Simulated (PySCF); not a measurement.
2,2-difluoro-4-methyl-1,3-dioxole (C4H4F2O2), SMILES FC1(F)OC(C)=CO1.

The structure is a stationary point at PBE0-D3(BJ)/def2-SVP. One conformer was computed; it need not be the lowest.

Two levels are set side by side: TDA-PBE/def2-SVPD (PySCF) and TDA-ωB97X/def2-SVPD (PySCF). Vertical, same geometry. The lowest singlet is HOMO→LUMO+1 100 % with PBE and HOMO→LUMO 84 % with the other functional; states are paired by order. Differences are taken from unrounded values.

| quantity | TDA-ωB97X | TDA-PBE | TDA-PBE minus TDA-ωB97X |
|---|---|---|---|
| lowest singlet excitation (eV) | 6.93 | 5.55 | -1.38 |
| lowest triplet excitation (TDA) (eV) | 4.20 | 4.14 | -0.06 |
| first bright state (f over 0.05) (eV) | 7.32 | 6.71 | -0.61 |
| its oscillator strength | 0.38 | 0.26 | -0.12 |

Functionals without exact exchange tend to place singlet excitations lower, as here. Differences between two approximate levels are no errors against the true value.

Rough cost on one machine, each run with all the roots and properties that it gave: TDA-ωB97X against TDA-PBE about 5 times.
